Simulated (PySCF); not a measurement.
Below is a simulated gas-phase Cl 2p photoelectron spectrum of `[SiH3]C([SiH3])Cl`.

Every computed line was given a Gaussian of 0.4 eV full width at half maximum and an area set by the number of equivalent atoms (split 2:1 within a doublet); the highest printed point is 100. The calculation used PySCF, delta-SCF UKS SCAN, pcX-2 on the ionised atom, pcseg-1 elsewhere, spin-free X2C.

binding energy (eV), intensity and a bar:
```
    205.4          1 
    205.5          4 #
    205.6         16 #####
    205.7         42 #############
    205.8         77 #######################
    205.9        100 ##############################
    206.0         92 ############################
    206.1         60 ##################
    206.2         28 ########
    206.3          9 ###
    206.4          2 #
    206.5          0 
    206.6          0 
    206.7          0 
    206.8          0 
    206.9          0 
    207.0          0 
    207.1          1 
    207.2          4 #
    207.3         13 ####
    207.4         29 #########
    207.5         45 ##############
    207.6         50 ###############
    207.7         40 ############
    207.8         22 #######
    207.9          9 ###
    208.0          2 #
    208.1          0
```

Task: How many maxima does the curve show, and how many computed lines lie under it?

Result: The curve has 2 maxima (at 205.9 and 207.6 eV). Under it lie 2 lines from 1 inequivalent chlorine site, drawn as a 2p3/2, 2p1/2 pair.

Task: Decompose the envelope and assign each component. Numbering: `[SiH3:1][CH:2]([SiH3:3])[Cl:4]`.

Result: 
```json
{"position (eV)": "205.93", "relative area": "0.67", "line": "Cl 2p3/2", "atoms": "Cl4", "environment": "alkyl chlorine"}
{"position (eV)": "207.58", "relative area": "0.33", "line": "Cl 2p1/2", "atoms": "Cl4", "environment": "alkyl chlorine"}
```

Shake-up satellites, vibrational structure and lifetime widths aren't simulated. The 2p values aren't plain energy differences: one relaxed spin-free 2p hole is combined with a matrix within the shell (ground-state 2p orbital-energy differences and spin–orbit coupling). 2p3/2, the mean of its two sublevels, lies a third of the splitting below the shell's mean and 2p1/2 two thirds above it; the statistical areas are 2:1. 2p1/2 minus 2p3/2 (ligand field included): Cl 1.65 eV. Isolated species at its PBE0-D3(BJ)/def2-SVP geometry, gas phase.
